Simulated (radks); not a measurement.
Values are calculated unless marked as measured or tabulated.
Question: Excited configurations of Br XX: one electron is placed in a higher orbital outside [Ne] 3s2 3p3. The ground configuration is [Ne] 3s2 3p4. Level of theory: scalar-relativistic Kohn-Sham, PBE, spin-polarised, spherical densities, finite nucleus; open shells are filled with parallel spins first; Fermi nuclear charge, rms radius 4.1629 fm (a radial shooting solver on a logarithmic mesh with Libxc functionals). Excitation = E - E(ground); binding = E(ion) - E, where the ion is the core of charge +20; n* = 20/sqrt(2 binding) in atomic units. These energies are relativistic, and a one-electron ion of charge +20 with no core already has n* below n in this formula (scalar-relativistic equation, point nucleus: 3d 2.998, 4s 3.991, 4d 3.998, 5s 4.991, 5d 4.997, 5f 4.999, 6p 5.994, 7p 6.994, 7f 6.998). The quantum defect is therefore taken as that value minus n*, so that it holds no relativistic shift of the bare ion.

| outer orbital | excitation (eV) | binding (eV) | n* | quantum defect | eigenvalue (eV) | <r> (bohr) |
|---|---|---|---|---|---|---|
| 3d | 80.723 | 728.77 | 2.733 | 0.266 | -702.83 | 0.4291 |
| 4s | 365.50 | 444.00 | 3.501 | 0.490 | -432.92 | 0.9306 |
| 5s | 540.31 | 269.19 | 4.496 | 0.495 | -263.29 | 1.530 |
| 5d | 568.97 | 240.53 | 4.757 | 0.241 | -234.68 | 1.562 |
| 5f | 580.61 | 228.89 | 4.876 | 0.122 | -222.75 | 1.492 |
| 6p | 635.71 | 173.78 | 5.596 | 0.398 | -170.15 | 2.318 |
| 7p | 684.11 | 125.38 | 6.588 | 0.406 | -122.85 | 3.229 |
| 7f | 693.43 | 116.06 | 6.848 | 0.150 | -113.40 | 3.238 |

Estimate the row for 4d.

Answer: excitation (eV) 425.42; binding (eV) 384.07; n* 3.764; quantum defect 0.233; eigenvalue (eV) -372.65; <r> (bohr) 0.9222. The Delta-SCF ionisation energy is 809.50 eV (NIST Atomic Spectra Database: 810 eV, semi-empirical). Self-interaction in the functional shifts the binding energies and quantum defects, so they are the method's values and not measured ones. Open shells are spherical and high-spin; term and fine-structure splittings are not resolved.
